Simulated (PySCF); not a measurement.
PySCF 2.14 output of an unrestricted BHandHLYP calculation on a single atom or ion in aug-cc-pVDZ-PP with ECP28MDF (5s5p4d2f, 54 functions), with scalar relativity through the core potential:

```
SCF conv_tol = 1e-09
number electrons alpha = 10  beta = 5
    A. D. Becke.,  J. Chem. Phys. 98, 1372 (1993)
    Defined through Gaussian implementation.
cycle= 1 E= -94.0855574000979  delta_E= -0.00346  |g|= 0.0097  |ddm|= 0.146
cycle= 2 E= -94.085617249503  delta_E= -5.98e-05  |g|= 0.00159  |ddm|= 0.024
cycle= 3 E= -94.0856194360366  delta_E= -2.19e-06  |g|= 0.000801  |ddm|= 0.00368
cycle= 4 E= -94.0856196783548  delta_E= -2.42e-07  |g|= 6.34e-05  |ddm|= 0.00149
cycle= 5 E= -94.0856196848794  delta_E= -6.52e-09  |g|= 9.57e-06  |ddm|= 0.000158
cycle= 6 E= -94.0856196850407  delta_E= -1.61e-10  |g|= 1.38e-06  |ddm|= 3.91e-05
converged SCF energy = -94.0856196850407  <S^2> = 8.7514955  2S+1 = 6.0004985
```

The run itself started from symmetry-adapted Hartree-Fock orbitals and held the occupation by maximum overlap, on a logarithmic radial grid, so the iterations belong to that start.

Question: Which element, charge and spin multiplicity is this?

Answer: Ru⁺ (ruthenium, charge +1), multiplicity 6; the state was [Kr] 4d6 5s1, high-spin 6D determinant (an excited configuration).

Energies and moments cover only the electrons outside the core potential.
